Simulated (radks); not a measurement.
Results of a calculation; reference values are marked as such.
Q: The mean radii <r> (bohr) of the occupied orbitals of an atom or ion are listed with their occupations. Level of theory: scalar-relativistic Kohn-Sham, BLYP, spin-polarised, spherical densities, finite nucleus; Fermi nuclear charge, rms radius of each element as measured or else 0.836 A^(1/3) + 0.57 fm (a radial shooting solver on a logarithmic mesh with Libxc functionals).

| orbital | occ. | <r> |
|---|---|---|
| 1s up | 1 | 0.02685 |

Name the element and its charge. Open shells, if any, are filled with parallel spins first.

A: Z = 53, iodine, charge +52: I52+ in 1s1. The 1s radius gives Z: for a bare nucleus <r> = (2 gamma + 1)/(2Z) with gamma = sqrt(1 - (Z/c)^2), 0.02683 bohr for Z = 53, and the self-interaction of the functional makes it slightly larger (0.02685 here). The occupations add up to 1, and the charge is Z minus that.
